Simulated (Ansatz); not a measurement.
`N[SiH2]CBS`, relaxed with RKS PBE-D4/def2-SVP in Ansatz from a rough embedded geometry. The force threshold is 0.03 eV/Å; the program also tests the step.

The species carries charge 0 and has multiplicity 1.

Start:

```xyz
13

N     0.385   -1.040   -1.654
Si   -0.001    0.617   -1.305
C     0.274    0.967    0.494
B    -0.700    0.210    1.450
S    -0.063   -1.117    2.618
H    -0.308   -1.679   -1.060
H     1.326   -1.268   -1.238
H    -1.402    0.929   -1.612
H     0.923    1.457   -2.101
H     1.366    0.739    0.767
H     0.144    2.064    0.684
H    -1.855    0.312    1.309
H    -0.089   -2.191    1.648
```

Task: By how much does the energy fall, and how many steps does the optimiser take? (Best estimate.)

Result: The calculation gave: 31.36 kcal/mol, in 18 steps, 1 of them rejected.

Task: Which bonds change most? (Estimate.)

Result: Computed: N1–H6 from 1.114 to 1.023 Å; S5–H13 from 1.447 to 1.368 Å; B4–S5 from 1.879 to 1.802 Å; Si2–C3 from 1.853 to 1.923 Å.

Task: Give the relaxed structure. (Estimate.)

Result: Computed: 
```xyz
13

N     0.304   -1.154   -1.548
Si    0.020    0.528   -1.195
C     0.247    1.030    0.648
B    -0.804    0.243    1.473
S    -0.591   -1.446    2.061
H    -0.253   -1.869   -1.074
H     1.262   -1.478   -1.695
H    -1.383    0.889   -1.601
H     1.013    1.305   -2.016
H     1.303    0.787    0.893
H     0.097    2.129    0.691
H    -1.916    0.680    1.709
H     0.700   -1.643    1.655
```
